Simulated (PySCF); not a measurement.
Start geometry of `[NH3+][AlH2-][O][SiH3]` from GFN2-xTB (Å):
```
atom  x, y, z in Å
N1     1.9208   -0.5769    0.2355
Al2    0.6828    1.1281    0.1832
O3    -0.8296    0.3557    0.0182
Si4   -2.2396   -0.3194   -0.1284
H5     2.8901   -0.3660    0.3155
H6     1.7491   -1.0915   -0.6177
H7     1.6098   -1.1136    1.0265
H8     1.2503    1.8347   -1.0916
H9     1.0119    1.7091    1.6095
H10   -2.0467   -1.7653   -0.3020
H11   -2.9436    0.2548   -1.2846
H12   -3.0157   -0.0780    1.1151
```

What comes out of this run: PBE0-D3(BJ)/def2-SVP geometry optimisation, gas phase in PySCF 2.14.0?

```
atom  x, y, z in Å
N1     1.9215   -0.7500    0.3422
Al2    0.6603    0.8743    0.3021
O3    -0.8045   -0.0460    0.1349
Si4   -2.3634   -0.5033   -0.0161
H5     2.9101   -0.5049    0.4123
H6     1.7980   -1.3061   -0.5056
H7     1.6938   -1.3539    1.1339
H8     1.1790    1.6247   -1.0130
H9     0.9413    1.5114    1.7430
H10   -2.4498   -1.9871   -0.2224
H11   -3.0299    0.1534   -1.1867
H12   -3.1626   -0.1748    1.2086
```

The energy falls by 19.8 kJ/mol over 13 energy and gradient evaluations, the largest force component goes from 0.0389 to 3.6e-04 Eh/bohr, and the atoms move by 0.144 Å rms after alignment. The bond that changes most is O3–Si4 (ends: oxygen bonded to Al and Si; oxygen-bound silicon), which lengthens by 0.061 Å. Bonds longer at the end by more than 0.005 Å: 10 of 11; shorter: 1. Among the angles that change most is Al2–O3–Si4, from 178.5° to 164.3°. Rotational constants go from 9003, 1951, 1690 to 9662, 1843, 1629 MHz. The orientation of the end geometry is arbitrary; only internal coordinates are fixed.

The run used 104 basis functions and 77 SCF cycles in all. Time: 45 s; peak memory 0.42 GiB. Hardware: one thread, Arm Neoverse V2 (aarch64), on a shared host.

Whether it is a minimum is left open (no frequencies). The numbers are those of one conformer.
